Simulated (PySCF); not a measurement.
**Mayer bond orders and bond lengths**

Compound: C₇H₁₄NOP.
Numbering: `[CH3:1][CH2:2][C:3]([CH3:4])([CH3:5])[P@H:6](=[O:7])[CH2:8][C:9]#[N:10]` (hydrogens: H11, H12, H13 on C1; H14, H15 on C2; H16, H17, H18 on C4; H19, H20, H21 on C5; H22 on P6; H23, H24 on C8)

Structure used (GFN2-xTB), in Å, numbered top down from 1:
```
atom  x, y, z in Å
C1    -2.370    0.690    0.905
C2    -1.813    0.029   -0.348
C3    -0.336   -0.366   -0.231
C4     0.148   -0.912   -1.574
C5    -0.088   -1.367    0.889
P6     0.591    1.214    0.068
O7     0.134    2.371   -0.701
C8     2.399    0.949   -0.253
C9     3.002   -0.137    0.450
N10    3.486   -1.009    1.010
H11   -1.777    1.570    1.157
H12   -2.373    0.009    1.752
H13   -3.394    1.015    0.728
H14   -2.401   -0.860   -0.591
H15   -1.906    0.731   -1.181
H16    0.150   -0.118   -2.322
H17    1.152   -1.328   -1.492
H18   -0.514   -1.703   -1.922
H19   -0.308   -0.932    1.861
H20    0.948   -1.696    0.895
H21   -0.723   -2.241    0.750
H22    0.590    1.391    1.455
H23    2.517    0.824   -1.334
H24    2.874    1.894    0.037
```

Bond orders from the PBE0/pcSseg-1 density (PySCF). Geometry: GFN2-xTB, one conformer, isolated molecule.

Q: How far do the computed orders between heavy atoms stray from the drawn ones?

A: The largest departure is 0.214, at P6–O7 (drawn double, 1.786). Drawn single, order below 0.88: C3–P6 (0.837).

Q: Set the Mayer orders of the bonds between heavy atoms beside their lengths.

A: 
```json
{"bond": "C1–C2", "drawn as": "single", "length (Å)": "1.522", "Mayer order": "1.055"}
{"bond": "C2–C3", "drawn as": "single", "length (Å)": "1.534", "Mayer order": "0.987"}
{"bond": "C3–C4", "drawn as": "single", "length (Å)": "1.529", "Mayer order": "1.008"}
{"bond": "C3–C5", "drawn as": "single", "length (Å)": "1.522", "Mayer order": "0.986"}
{"bond": "C3–P6", "drawn as": "single", "length (Å)": "1.857", "Mayer order": "0.837"}
{"bond": "P6–O7", "drawn as": "double", "length (Å)": "1.463", "Mayer order": "1.786"}
{"bond": "P6–C8", "drawn as": "single", "length (Å)": "1.855", "Mayer order": "0.885"}
{"bond": "C8–C9", "drawn as": "single", "length (Å)": "1.427", "Mayer order": "0.995"}
{"bond": "C9–N10", "drawn as": "triple", "length (Å)": "1.144", "Mayer order": "2.994"}
```

By pair of heavy elements: C–C: lowest C3–C5 and C2–C3 (0.986, 1.522 Å), highest C1–C2 (1.055, 1.522 Å); in 2 of the 10 pairs the longer bond (by over 0.003 Å) has the higher order (by 0.02 or more). C–P: lowest C3–P6 (0.837, 1.857 Å), highest P6–C8 (0.885, 1.855 Å). Bonds named together lie within 0.004.

Q: And the bonds to hydrogen?

A: C–H: 0.90 to 0.97 (13 bonds); H–P: 0.87 (1 bond).

Q: Sum the orders of all bonds at each heavy atom with more than one neighbour and set the sums beside the valence in the SMILES.

A: C1 3.928 (drawn 4), C2 3.924 (drawn 4), C3 3.818 (drawn 4), C4 3.873 (drawn 4), C5 3.842 (drawn 4), P6 4.380 (drawn 5), C8 3.693 (drawn 4), C9 3.989 (drawn 4). Orders between atoms that aren't bonded are not in these sums.

Mayer orders depend on the basis set.
